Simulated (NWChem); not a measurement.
# Basis-set convergence for CHF

```xyz
3

C      0.5606    -0.4527     0.0000
F     -0.5266     0.2642     0.0000
H      1.3753     0.3381     0.0000
```
Charge 0, spin multiplicity 1.

All runs are NWChem calculations. All single points use one geometry, from B3LYP/def2-SVP, a minimum by its harmonic frequencies.

Quantity: dipole moment at the level PBE0.

The Pople sets run with spherical d functions. The structure started from a generated list of species.

```
basis        functions  dipole moment (D)
-----------  ---------  -----------------
pcseg-1             33         (withheld)
6-311++G**          51         (withheld)
def2-SVPD           51         (withheld)
aug-pcseg-1         55               1.50
def2-TZVP           68               1.48
cc-pVTZ             74               1.46
def2-TZVPP          76               1.48
def2-TZVPD          86               1.49
cc-pVQZ            140               1.46
def2-QZVP          144               1.49
```

Task: Some entries are withheld; supply them.

Result: 
- pcseg-1, dipole moment (D): 1.55
- 6-311++G**, dipole moment (D): 1.58
- def2-SVPD, dipole moment (D): 1.52
